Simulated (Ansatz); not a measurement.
Steps of a relaxation of C2H6FNSi, SMILES `C/C(F)=N/[SiH3]` with RKS PBE-D4/def2-SVP.

```sh
$ ansatz run in.yaml --threads 4 --pin off --events-out ev --progress --plain --max-ram 10444MiB
```

```yaml
crystal:
  periodic: [false, false, false]
  atoms:
    - {symbol: C, position_ang: [-1.363300, -0.073700, 1.426500]}
    - {symbol: C, position_ang: [-0.197100, 0.009400, 0.547000]}
    - {symbol: F, position_ang: [0.961900, 0.139400, 1.141900]}
    - {symbol: N, position_ang: [-0.219500, -0.060200, -0.739300]}
    - {symbol: Si, position_ang: [1.186900, -0.019400, -1.654300]}
    - {symbol: H, position_ang: [-2.073600, 0.817300, 1.153600]}
    - {symbol: H, position_ang: [-1.089500, 0.057500, 2.467000]}
    - {symbol: H, position_ang: [-1.900700, -0.956300, 1.252800]}
    - {symbol: H, position_ang: [1.861200, 1.296600, -1.320400]}
    - {symbol: H, position_ang: [0.868500, -0.119900, -3.055700]}
    - {symbol: H, position_ang: [2.030600, -1.147500, -1.198500]}
basis:
  gaussian: {orbitals: def2-SVP}
hamiltonian: {xc: pbe, dispersion: d4}
relax: {f_tol: 0.03, max_steps: 200}
```

Positions (Å) and forces (eV/Å) along the path, 12 of 18 steps:

```xyz
11
step=1 energy=-14237.4550 eV
C    -1.363   -0.074    1.427   -0.713    3.412    0.056
C    -0.197    0.009    0.547   -0.814   -0.425   -3.728
F     0.962    0.139    1.142    1.805    0.283    1.770
N    -0.220   -0.060   -0.739   -2.481   -0.087    2.601
Si    1.187   -0.019   -1.654    1.758    0.674    0.065
H    -2.074    0.817    1.154    0.903   -1.307    0.357
H    -1.089    0.058    2.467    0.129   -0.127    0.748
H    -1.901   -0.956    1.253   -1.147   -1.888   -0.282
H     1.861    1.297   -1.320    0.209   -0.096   -0.323
H     0.869   -0.120   -3.056   -0.146   -0.070   -1.151
H     2.031   -1.147   -1.198    0.498   -0.369   -0.113
11
step=4 energy=-14237.9510 eV
C    -1.426   -0.035    1.457    0.012   -0.045    0.075
C    -0.217   -0.004    0.571   -0.095    0.206   -0.086
F     0.939    0.166    1.293    0.100   -0.039    0.141
N    -0.209   -0.074   -0.685   -0.098   -0.098   -0.006
Si    1.246   -0.007   -1.677    0.122   -0.009   -0.079
H    -2.093    0.808    1.196   -0.017    0.041   -0.009
H    -1.152    0.029    2.525   -0.006   -0.020   -0.009
H    -1.995   -0.964    1.267   -0.039   -0.048    0.014
H     1.966    1.301   -1.478    0.015   -0.010   -0.019
H     0.841   -0.126   -3.116   -0.012    0.002    0.004
H     2.165   -1.150   -1.333    0.020    0.018   -0.026
11
step=5 energy=-14237.9403 eV rejected
C    -1.436   -0.048    1.467   -0.052    0.270   -0.114
C    -0.227    0.034    0.580    0.238   -0.686   -0.316
F     0.923    0.194    1.324   -0.021    0.156    0.013
N    -0.191   -0.091   -0.676   -0.071    0.213    0.367
Si    1.260   -0.014   -1.688   -0.061   -0.005    0.028
H    -2.055    0.841    1.235   -0.162    0.001    0.144
H    -1.170   -0.047    2.539    0.052    0.047   -0.031
H    -2.050   -0.940    1.239    0.086    0.004   -0.123
H     1.966    1.306   -1.527   -0.002    0.014    0.001
H     0.833   -0.164   -3.118   -0.013    0.007    0.012
H     2.213   -1.128   -1.353    0.006   -0.022    0.018
11
step=7 energy=-14237.9592 eV
C    -1.436   -0.040    1.459   -0.007   -0.002   -0.009
C    -0.215    0.013    0.586   -0.022   -0.001    0.015
F     0.922    0.235    1.333   -0.001    0.014   -0.018
N    -0.182   -0.107   -0.665    0.014   -0.015    0.007
Si    1.257   -0.019   -1.686    0.015    0.003   -0.003
H    -2.069    0.847    1.253    0.013   -0.012    0.027
H    -1.167   -0.055    2.531   -0.012   -0.008   -0.015
H    -2.039   -0.934    1.204    0.011    0.025   -0.006
H     1.966    1.299   -1.521   -0.004   -0.004   -0.001
H     0.818   -0.156   -3.113   -0.003   -0.002    0.006
H     2.209   -1.140   -1.360   -0.003    0.001   -0.003
11
step=8 energy=-14237.9633 eV
C    -1.440   -0.046    1.460   -0.099    0.030   -0.012
C    -0.216    0.020    0.590    0.056   -0.058   -0.023
F     0.910    0.304    1.340   -0.090    0.019   -0.081
N    -0.167   -0.139   -0.658    0.011    0.016    0.128
Si    1.264   -0.030   -1.689   -0.013    0.007    0.024
H    -2.043    0.880    1.309    0.095   -0.138    0.057
H    -1.172   -0.127    2.533   -0.030   -0.001   -0.125
H    -2.075   -0.904    1.154    0.090    0.134    0.021
H     1.957    1.300   -1.537   -0.011   -0.012    0.002
H     0.812   -0.178   -3.112    0.002   -0.002    0.005
H     2.236   -1.136   -1.370   -0.012    0.004    0.004
11
step=9 energy=-14237.9645 eV
C    -1.442   -0.053    1.461   -0.255    0.072    0.034
C    -0.219    0.031    0.592    0.148   -0.106   -0.088
F     0.894    0.389    1.341   -0.221   -0.012   -0.179
N    -0.156   -0.173   -0.651    0.034    0.056    0.296
Si    1.269   -0.042   -1.691   -0.022    0.020    0.040
H    -2.009    0.914    1.378    0.204   -0.358    0.090
H    -1.173   -0.216    2.531   -0.078    0.043   -0.317
H    -2.115   -0.867    1.095    0.233    0.300    0.103
H     1.947    1.297   -1.552   -0.019   -0.016    0.004
H     0.809   -0.205   -3.109    0.006   -0.003    0.008
H     2.261   -1.131   -1.373   -0.029    0.004    0.009
11
step=10 energy=-14237.9927 eV
C    -1.442   -0.060    1.456    0.059   -0.001   -0.054
C    -0.230    0.037    0.577   -0.046   -0.019    0.050
F     0.843    0.540    1.287   -0.035    0.037   -0.021
N    -0.148   -0.252   -0.643    0.041    0.051   -0.006
Si    1.273   -0.058   -1.680   -0.059   -0.070   -0.001
H    -1.932    0.938    1.503    0.030   -0.094    0.043
H    -1.158   -0.348    2.488   -0.041    0.007   -0.069
H    -2.159   -0.786    1.027    0.032    0.085    0.029
H     1.924    1.293   -1.543   -0.014    0.007    0.028
H     0.820   -0.229   -3.100    0.010   -0.002    0.010
H     2.274   -1.133   -1.353    0.023   -0.002   -0.009
11
step=11 energy=-14238.0081 eV
C    -1.440   -0.070    1.450    0.000    0.023    0.016
C    -0.239    0.089    0.572    0.038    0.048    0.043
F     0.779    0.727    1.257   -0.092   -0.043   -0.053
N    -0.121   -0.271   -0.625    0.009   -0.050   -0.013
Si    1.283   -0.086   -1.678   -0.018    0.012    0.007
H    -1.893    0.925    1.644    0.022   -0.011    0.025
H    -1.148   -0.492    2.432   -0.003    0.000   -0.001
H    -2.185   -0.717    0.958   -0.004    0.003   -0.008
H     1.933    1.263   -1.541    0.038    0.024   -0.012
H     0.817   -0.259   -3.093    0.001   -0.004   -0.005
H     2.281   -1.165   -1.357    0.009   -0.001    0.001
11
step=12 energy=-14237.9879 eV rejected
C    -1.443   -0.076    1.447   -0.228    0.227    0.487
C    -0.256    0.128    0.564    0.328    0.006   -0.165
F     0.705    0.904    1.219   -0.366   -0.322   -0.341
N    -0.090   -0.328   -0.602   -0.043    0.317    0.502
Si    1.292   -0.105   -1.672    0.107   -0.068   -0.029
H    -1.830    0.923    1.808    0.196   -0.592   -0.219
H    -1.144   -0.653    2.369   -0.164    0.262   -0.463
H    -2.233   -0.621    0.885    0.191    0.131    0.223
H     1.944    1.246   -1.561   -0.011    0.028    0.008
H     0.816   -0.303   -3.081   -0.023    0.013   -0.003
H     2.304   -1.172   -1.356    0.013   -0.002   -0.001
11
step=15 energy=-14238.0108 eV rejected
C    -1.443   -0.074    1.451   -0.004    0.090   -0.002
C    -0.263    0.132    0.555    0.120   -0.209    0.043
F     0.713    0.857    1.210   -0.081    0.022   -0.055
N    -0.105   -0.308   -0.613   -0.027    0.114    0.035
Si    1.294   -0.102   -1.670    0.001   -0.006   -0.005
H    -1.854    0.909    1.762   -0.010   -0.025    0.009
H    -1.129   -0.597    2.377    0.002    0.013   -0.028
H    -2.219   -0.660    0.929    0.002    0.003    0.001
H     1.958    1.244   -1.542   -0.004    0.000    0.003
H     0.819   -0.276   -3.082    0.003    0.001   -0.003
H     2.293   -1.182   -1.356   -0.002   -0.002    0.003
11
step=17 energy=-14238.0127 eV
C    -1.442   -0.075    1.451   -0.004    0.001    0.008
C    -0.256    0.123    0.562   -0.009    0.006    0.022
F     0.705    0.870    1.211    0.000   -0.004   -0.009
N    -0.100   -0.306   -0.609    0.014   -0.005   -0.031
Si    1.294   -0.102   -1.671    0.001    0.001    0.005
H    -1.858    0.908    1.750   -0.004    0.000    0.004
H    -1.132   -0.589    2.384   -0.004    0.000    0.005
H    -2.212   -0.669    0.931    0.002    0.002    0.002
H     1.968    1.239   -1.539    0.001    0.000   -0.001
H     0.813   -0.265   -3.083    0.001    0.000   -0.002
H     2.286   -1.191   -1.365    0.002    0.000   -0.002
11
step=18 energy=-14238.0127 eV
C    -1.442   -0.075    1.451   -0.001    0.000    0.001
C    -0.257    0.121    0.561    0.000    0.002    0.001
F     0.706    0.866    1.210    0.000   -0.002   -0.003
N    -0.101   -0.306   -0.610    0.002   -0.002   -0.002
Si    1.294   -0.102   -1.671    0.002    0.003   -0.002
H    -1.858    0.909    1.750    0.000    0.001    0.000
H    -1.133   -0.588    2.385    0.000    0.000    0.000
H    -2.213   -0.669    0.932    0.000    0.000    0.000
H     1.967    1.240   -1.539    0.000    0.000    0.002
H     0.815   -0.265   -3.084   -0.002    0.000    0.000
H     2.288   -1.189   -1.365   -0.001   -0.001    0.002
```

Run time 11 s (4 threads of an Intel Xeon 6975P-C on a shared host); peak host memory 0.18 GiB.
